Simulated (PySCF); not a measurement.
**Silver: a sound run and one with changed settings**

Sound run: Ag [Kr] 4d10 5s1, Ag⁺ [Kr] 4d10. All numbers are calculated (PySCF 2.14, a scalar-relativistic core potential, in def2-SVP with the def2 core potential (28 electrons) (5s3p2d1f, 31 functions)). In the sound run the correlated levels freeze 4s2 4p6 outside the core potential. The sound run starts from symmetry-adapted Hartree-Fock orbitals and uses a fine grid where one is needed.

Changed run: a valence shell is frozen. This setting is unsound on purpose.

Ionisation energy of Ag:

```csv
method,sound run (eV),changed run (eV)
UHF,6.358,6.358
MP2,7.018,6.358
SCS-MP2,6.920,6.358
CCSD,6.992,6.358
CCSD(T),7.037,6.358
CCSDT,n/a,6.358
FCI,n/a,6.358
```

Freezing a valence shell removes pair correlation that changes on ionisation.

For comparison, NIST gives 7.576 eV between the lowest levels.
